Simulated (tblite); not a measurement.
Species: C4H11NOSi2.
Numbering: `[CH3:1][C:2](=[O:3])[Si@@H:4]1[CH2:5][CH2:6][SiH2:7][NH:8]1` (hydrogens: H9, H10, H11 on C1; H12 on Si4; H13, H14 on C5; H15, H16 on C6; H17, H18 on Si7; H19 on N8)

Geometry (GFN2-xTB, Å), atoms numbered from 1 in this order:
```
atom  x, y, z in Å
C1     2.592    0.308   -0.853
C2     2.205   -0.296    0.469
O3     3.028   -0.684    1.267
Si4    0.331   -0.427    0.876
C5    -0.725   -1.284   -0.453
C6    -2.112   -0.635   -0.429
Si7   -1.924    1.230   -0.117
N8    -0.397    1.138    0.707
H9     3.663    0.495   -0.905
H10    2.309   -0.388   -1.641
H11    2.036    1.230   -1.008
H12    0.187   -1.000    2.218
H13   -0.282   -1.136   -1.440
H14   -0.807   -2.362   -0.308
H15   -2.657   -0.862   -1.345
H16   -2.690   -1.070    0.388
H17   -2.965    1.782    0.752
H18   -1.780    2.025   -1.343
H19   -0.021    1.946    1.173
```

Computed with GFN2-xTB (tblite): harmonic, unscaled wavenumbers at the GFN2-xTB geometry, gas phase. Errors from tens to a few hundred cm⁻¹ against measured bands are possible. Modes of hydrogen on silicon can be 10 to 20 % off. One conformer, not necessarily the lowest.

Harmonic wavenumbers (cm⁻¹): 29.6, 57.4, 96.7, 118.5, 135.2, 175.1, 269.1, 329.2, 368.5, 412.8, 424.7, 432.5, 487.3, 535.8, 585.0, 628.3, 640.3, 663.1, 689.3, 732.8, 776.7, 792.7, 808.1, 831.5, 913.1, 937.3, 971.3, 1052.5, 1067.4, 1126.8, 1139.3, 1145.0, 1272.6, 1287.3, 1355.1, 1448.3, 1452.1, 1479.4, 1495.1, 1734.8, 2206.3, 2230.8, 2245.8, 2959.5, 2973.8, 2982.2, 2993.0, 3013.5, 3027.4, 3035.8, 3494.9.

A = 2838, B = 844.0, C = 797.2 MHz; mass 145.038 u (most abundant isotopes); point group C1, symmetry number 1.

Problem. What is the zero-point energy?

Solution. ½Σν̃ = 31030 cm⁻¹ = 88.72 kcal/mol.

Problem. Give the ideal-gas entropy at 200 K and 1 bar in the rigid-rotor, harmonic-oscillator model (classical rotation).

Solution. Translation 38.87, rotation 28.32, vibration 22.48: S = 89.7 cal/(mol K).

Problem. And Cp and H(200 K) − H(0)?

Solution. Cp = 31.35 cal/(mol K), of which vibrations give 23.40 (their classical limit is 51 R = 101.3); H(200 K) − H(0) = 3.94 kcal/mol without the zero-point energy, 2.35 from vibrations.

Problem. Blend soft modes into free rotors: weight 1/[1 + (100 cm⁻¹/ν̃)⁴] for the oscillator and the rest for a rotor with moment μB/(μ + B), μ = h/(8π²ν), B = 10⁻⁴⁴ kg m². What vibrational entropy results?

Solution. 20.31 cal/(mol K) in place of 22.48, which changes −T·S at 200 K by +0.43 kcal/mol.

Problem. Which modes carry the vibrational entropy at 200 K?

Solution. 29.6 cm⁻¹: 5.06; 57.4 cm⁻¹: 3.76; 96.7 cm⁻¹: 2.75; 118.5 cm⁻¹: 2.36; 135.2 cm⁻¹: 2.12; 175.1 cm⁻¹: 1.65 cal/(mol K); the other 45 give 4.77 together.

Problem. How do the functions run with temperature in this model?

Solution. 
```tsv
T (K)	S (cal/(mol K))	Cp (cal/(mol K))	H − H(0) (kcal/mol)	G − H(0) (kcal/mol)	ln q(vib)
100	72.5	19.8	1.40	-5.85	2.40
300	104.6	43.0	7.67	-23.72	8.35
500	131.1	61.1	18.21	-47.36	14.19
800	163.7	77.5	39.21	-91.79	22.38
1000	181.8	84.5	55.45	-126.39	27.35
```

q(vib) and H(0) count from the zero-point level.

Hindered rotation and anharmonicity are outside this model. Other conformers, if any are populated, would add a mixing term that is left out. The structure is chiral; the term R ln 2 for an equal mix with its mirror image is left out.
